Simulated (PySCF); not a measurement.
C4H4F2, SMILES CC=C=C(F)F. Geometry: PBE0-D3(BJ)/def2-SVP.

Computed equilibrium geometry at PBE0-D3(BJ)/def2-SVP (PySCF confirms it by a frequency run) as bond lengths and angles, and its point group:
point group Cs.
Atoms: C1 C2 C3 C4 F5 F6 H7 H8 H9 H10. Bonded distances (Å): C1–C2 1.496, C1–H7 1.102, C1–H8 1.098, C1–H9 1.102, C2–C3 1.312, C2–H10 1.101, C3–C4 1.304, C4–F5 1.318, C4–F6 1.318. Bond angles (°): C2–C1–H7 110.3, C2–C1–H8 111.8, C2–C1–H9 110.3, H7–C1–H8 108.8, H7–C1–H9 106.7, H8–C1–H9 108.8, C1–C2–C3 125.8, C1–C2–H10 116.1, C3–C2–H10 118.1, C2–C3–C4 179.6, C3–C4–F5 125.1, C3–C4–F6 125.1, F5–C4–F6 109.9.
Charge 0, spin multiplicity 1.
